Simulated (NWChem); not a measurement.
System: CHBF₄; SMILES FBC(F)(F)F

```xyz
7

B      0.6958    -1.0530     0.0000
C      0.0089     0.4035     0.0000
F     -1.3242     0.3690     0.0000
F      0.3981     1.0931    -1.0833
F      0.3981     1.0931     1.0833
F     -0.0749    -2.1088     0.0000
H      1.8936    -1.1725     0.0000
```
Atoms are numbered in this order, from 1.

Program: NWChem. All runs use the structure optimised with PBE0/def2-SVP.

Question: What does the run give for PBE0/def2-TZVP? Quantities: highest occupied level (eV); orbital gap (eV); dipole (D).

Answer: 
```json
{
  "highest occupied level (eV)": "-9.84",
  "orbital gap (eV)": "7.93",
  "dipole (D)": "1.46"
}
```
